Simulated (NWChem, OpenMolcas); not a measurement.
## Worked example: vertical energy of the triplet above the singlet of GeTe (SMILES [Ge][Te])

The species is GeTe (2 atoms), meant as a singlet with charge 0. SMILES: `[Ge][Te]`. Geometry: the measured bond length.

```xyz
2

Ge    0.0000    0.0000    0.0000
Te    0.0000    0.0000    2.3402
```

Both states at this one shape; open shells run unrestricted unless said. 1 Eh = 27.2114 eV.

```
                            level     program  singlet GeTe (Eh)  triplet GeTe (Eh)
   PBE/def2-TZVP (core potential)  OpenMolcas       -2344.748328       -2344.656586
revPBE/def2-TZVP (core potential)  OpenMolcas       -2344.953842       -2344.864034
 BHLYP/def2-TZVP (core potential)      NWChem       -2344.984756       -2344.889123
```

Q: Work out the vertical gap, second state less first, at each level.

A: 
1. PBE/def2-TZVP (core potential): -2344.656586 − (-2344.748328) = 0.091742 Eh = 2.50 eV.
2. revPBE/def2-TZVP (core potential): -2344.864034 − (-2344.953842) = 0.089808 Eh = 2.44 eV.
3. BHLYP/def2-TZVP (core potential): -2344.889123 − (-2344.984756) = 0.095633 Eh = 2.60 eV.

No measured value is set beside it here; the levels span 2.44 to 2.60 eV. Spin-orbit coupling, which splits open shells on such heavy atoms by tenths of an eV, is left out.
